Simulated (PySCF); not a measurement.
Geometry:
| atom | x (Å) | y (Å) | z (Å) |
| --- | --- | --- | --- |
| C1 | 2.370 | -0.332 | -0.087 |
| B2 | 1.508 | 0.541 | 0.882 |
| C3 | -0.057 | 0.551 | 0.952 |
| C4 | -0.855 | -0.368 | 0.035 |
| C5 | -2.361 | -0.257 | 0.218 |
| H6 | 3.269 | -0.736 | 0.404 |
| H7 | 1.837 | -1.140 | -0.609 |
| H8 | 2.758 | 0.362 | -0.859 |
| H9 | 2.093 | 1.308 | 1.624 |
| H10 | -0.317 | 0.364 | 2.015 |
| H11 | -0.372 | 1.607 | 0.819 |
| H12 | -0.596 | -0.151 | -1.016 |
| H13 | -0.542 | -1.414 | 0.201 |
| H14 | -2.908 | -0.932 | -0.459 |
| H15 | -2.656 | -0.509 | 1.249 |
| H16 | -2.712 | 0.769 | 0.021 |

Geometry: PBE0-D3(BJ)/def2-SVP; GIAO shifts from PySCF 2.14.0 with density-fitted response routines, gas phase, non-relativistic, averaged over equivalent atoms.

At CAM-B3LYP/pcSseg-1 (140 basis functions, 16 s wall time on 1 thread of an Arm Neoverse V1, shared host):
| atoms | δ (ppm) |
| --- | --- |
| C3 | 37.1 |
| C4 | 21.0 |
| C5 | 18.9 |
| C1 | 12.8 |
| B2 | 92.5 |
| H9 | 7.37 |
| H10/H11 | 1.43 |
| H12/H13 | 1.43 |
| H6/H7/H8 | 1.06 |
| H14/H15/H16 | 1.04 |

Scale: ¹³C (182.45 ppm) and ¹H (31.33 ppm) against TMS; ¹¹B (99.35 ppm) against BF3·OEt2 (reference shieldings calculated alike).

**Question.** What do these become at LDA/pcSseg-1?

**Answer.** 
| atoms | δ at LDA/pcSseg-1 | change |
| --- | --- | --- |
| C3 | 44.1 | +7.0 |
| C4 | 20.8 | -0.2 |
| C5 | 18.0 | -0.9 |
| C1 | 15.6 | +2.8 |
| B2 | 96.9 | +4.4 |
| H9 | 7.95 | +0.58 |
| H10/H11 | 1.78 | +0.35 |
| H12/H13 | 1.56 | +0.13 |
| H6/H7/H8 | 1.21 | +0.15 |
| H14/H15/H16 | 1.01 | -0.03 |

Referencing at the same level of theory: ¹³C (σref 180.72), ¹H (σref 30.83) against TMS; BF3·OEt2 for ¹¹B (σref 92.91).

The largest change is at C3 (sp3 CH2 bonded to B). Cost: 140 basis functions, 14 s wall time on 1 thread of an Arm Neoverse V1, shared host. The order of the carbon signals is the same at both levels.

A carbon bonded to boron is broadened by the quadrupolar boron nucleus and is often missing from a measured spectrum.
